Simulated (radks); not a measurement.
Removal energies from the holmium ion Ho3+, [Xe] 4f10, by Delta-SCF beside the eigenvalue of the level emptied. Method: scalar-relativistic Kohn-Sham, PBEsol, spin-polarised, spherical densities, finite nucleus; Fermi nuclear charge, rms radius of each element as measured or else 0.836 A^(1/3) + 0.57 fm; computed with a radial shooting solver on a logarithmic mesh with Libxc functionals. Open shells are filled with parallel spins first.

removed from     final configuration  Delta-SCF (eV)  -eigenvalue (eV)
4f                          [Xe] 4f9          43.131            33.336
5p            [Kr] 4d10 4f10 5s2 5p5          60.710            53.865
5s            [Kr] 4d10 4f10 5s1 5p6          86.818            79.232
4d             [Kr] 4d9 4f10 5s2 5p6          200.77            189.94
